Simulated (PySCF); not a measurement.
CH₆FNOSi₂, SMILES F[Si@@H]1OC[SiH2]N1. Geometry optimised at PBE-D3(BJ)/def2-SVP. The structure was generated by enumeration; whether it is a known compound was not checked. One conformer was computed; it need not be the lowest.

These are PBE-D3(BJ)/def2-SVP run with PySCF values and carry that method's errors.

Harmonic wavenumbers (cm⁻¹): 84, 92, 225, 326, 358, 416, 458, 495, 636, 660, 678, 726, 762, 809, 833, 853, 906, 909, 970, 1062, 1070, 1193, 1241, 1412, 2139, 2147, 2250, 2955, 3015, 3557. Rotational constants (GHz): 4.163, 1.850, 1.491; symmetry number 1.

### Question
Work out the zero-point energy and the ideal-gas rigid-rotor harmonic-oscillator thermochemistry at 298.15 K and 1 atm.

### Answer
ZPE = ½ Σ hcν = ½ × 33238 cm⁻¹ = 47.52 kcal/mol. H − E(el) = 52.77 kcal/mol. Entropy in cal/(mol K): translation 40.34, rotation 27.73, vibration 16.85, total 84.92. G − E(el) = 27.45 kcal/mol. Cp = 29.44 cal/(mol K). Modes under 150 cm⁻¹ make the vibrational entropy uncertain.
